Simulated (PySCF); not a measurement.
Working out the excitation energy of O⁺

O⁺ [He] 2s2 2p3 (4S) → O⁺ [He] 2s1 2p4 (4P). All numbers are calculated (PySCF 2.14, the spin-free X2C one-electron Hamiltonian (Gaussian nucleus), in aug-cc-pVTZ-DK (5s4p3d2f, 46 functions)). Frozen: 1s2. Energies in hartree (1 hartree = 27.21139 eV):

```tsv
part	O⁺ (lower)	O⁺ (upper)
UHF	-74.423233	-73.872393
MP2 opposite-spin	-0.069210	-0.067834
MP2 same-spin	-0.029289	-0.029161
```

Question: What does Hartree-Fock give?

Answer: (-73.872393) − (-74.423233) = 0.550840 hartree = 14.989 eV.

Question: What do MP2 and SCS-MP2 (6/5 opposite-spin, 1/3 same-spin) give?

Answer: The opposite-spin parts differ by 0.037 eV and the same-spin parts by 0.003 eV. MP2: 14.989 + (0.037) + (0.003) = 15.029 eV. SCS-MP2: 14.989 + 1.2 × (0.037) + (0.003)/3 = 15.034 eV.

Measured between the centres of the two terms (NIST): 14.870 eV, so MP2 (valence) is off by 0.159 eV.

What remains against the reference includes basis incompleteness, the frozen core and correlation beyond second order.
